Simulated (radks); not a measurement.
Results of a calculation; reference values are marked as such.
How relativity changes the ionisation of neutral terbium ([Xe] 4f9 6s2) to Tb+ ([Xe] 4f9 6s1). Spin-unpolarised spherical Kohn-Sham, PBEsol, point nucleus unless stated (finite: rms radius 5.06 fm), a radial shooting solver on a logarithmic mesh with Libxc functionals. A level marked "c x" has the speed of light scaled by that factor and shares open shells by 2j + 1; other Dirac levels either fill j = l - 1/2 first or share by 2j + 1.

level,E(Tb) (hartree),E(Tb+) (hartree),IE (eV),HOMO,<r> HOMO (bohr)
non-rel.,-11226.1130,-11225.9006,5.780,6s,4.422
scalar-rel.,-11705.0131,-11704.7861,6.179,4f,0.9101
"scalar-rel., finite nucleus",-11704.0915,-11703.8645,6.179,4f,0.9101
"Dirac, 2j+1 shares",-11714.9350,-11714.7078,6.182,4f7/2,0.9210
"Dirac, low j first",-11714.9966,-11714.7696,6.178,4f7/2,0.9248
"Dirac, 2j+1 shares, finite nucleus",-11714.0076,-11713.7804,6.181,4f7/2,0.9210
"Dirac, c x 0.85",-11938.0824,-11937.8468,6.411,4f7/2,0.9593
"Dirac, c x 3",-11275.0929,-11274.8792,5.816,6s1/2,4.395
"Dirac, c x 100",-11226.1566,-11225.9442,5.780,6s1/2,4.422

NIST Atomic Spectra Database: 5.864 eV (measured). The relativistic part of the total energy of Tb is -487.9 hartree (Dirac, 2j+1 shares, finite nucleus), 4.3 % of the non-relativistic value. Spin polarisation and multiplet splitting of open shells are left out at every level.

Beside tabulated values, note that relativity, absent from the non-relativistic runs, is large for the heavy elements, and spin-unpolarised runs miss the spin-polarisation part of the exchange energy of open shells.
